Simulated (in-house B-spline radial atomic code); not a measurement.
The numbers below are computed, except where a source is named.
# Work function and surface energy of Ga in the stabilised jellium model

The positive ions are smeared into a uniform slab; the electrons are solved self-consistently in the LDA (PW92) on a fine grid across the film. Stabilised jellium adds, inside the slab, the constant potential −n de/dn that makes the bulk stable at the metal's density. No lattice, so no dependence on crystal face. Atomic units unless named. The numbers below are for the stabilised model.

Ga: 3 valence electrons per atom, density 5.91 g/cm³, mass 69.72 u, so r_s = 2.19 bohr. Thick-film values are averages over eight films of 5 to 5.44 Fermi wavelengths, one period of the size oscillation.

Across the edge of the background of the film of 5 Fermi wavelengths (z = 0, vacuum at z > 0):

| z (bohr) | n/n_bulk | V − E_F (hartree) |
| --- | --- | --- |
| -7.17 | 0.9907 | -0.384 |
| -5.38 | 1.013 | -0.3846 |
| -3.58 | 0.9805 | -0.3834 |
| -2.51 | 1.032 | -0.3848 |
| -1.43 | 0.9681 | -0.3823 |
| -0.72 | 0.7418 | -0.3542 |
| 0.0 | 0.4277 | -0.2273 |
| 0.72 | 0.196 | -0.08385 |
| 1.43 | 0.08271 | -0.01711 |
| 2.51 | 0.02029 | 0.04638 |
| 3.58 | 0.004782 | 0.08449 |
| 5.38 | 0.0004061 | 0.1198 |

**Question.** The electrons that spill out make a dipole barrier Δφ = 3.576 eV. Assemble the work function.

**Answer.** k_F = 1.91916/2.19 = 0.8763, so k_F²/2 = 10.449 eV, and the LDA gives v_xc = -8.939 eV in the bulk; the stabilising potential is -2.102 eV. Measured from the bulk electrostatic potential the Fermi level lies at 10.449 + (-8.939) + (-2.102) = -0.592 eV, so Φ = Δφ − that = 3.576 − (-0.592) = 4.17 eV; the films' Fermi levels give 4.17 eV. Measurement gives 4.32 eV (table in Wikipedia's article on work functions); the other model gives 3.73 eV.

**Question.** The surface energy has the parts (J/m²): kinetic -2.721, exchange-correlation 2.035, electrostatic 0.486, stabilising term 1.025. What is the total, and what does its sign mean?

**Answer.** The sum is 0.825 J/m². The kinetic part is negative since spilling out relaxes the electrons, while exchange-correlation and electrostatics cost energy, and the stabilising term adds 1.025. A positive total means that making surface costs energy; the other model gives -0.294 J/m².

**Question.** What barrier would the Schottky-Mott rule give for electrons at a contact to n-type Si, whose electron affinity is 4.05 eV (NSM archive of the Ioffe Institute)?

**Answer.** Φ_B = Φ − χ is 4.17 − 4.05 = +0.12 eV with the model's value and 4.32 − 4.05 = +0.27 eV with the measured one (the middle, for a range); a negative value would mean an ohmic contact. Real barriers on covalent semiconductors follow the metal only weakly, since states induced in the gap pin the Fermi level.
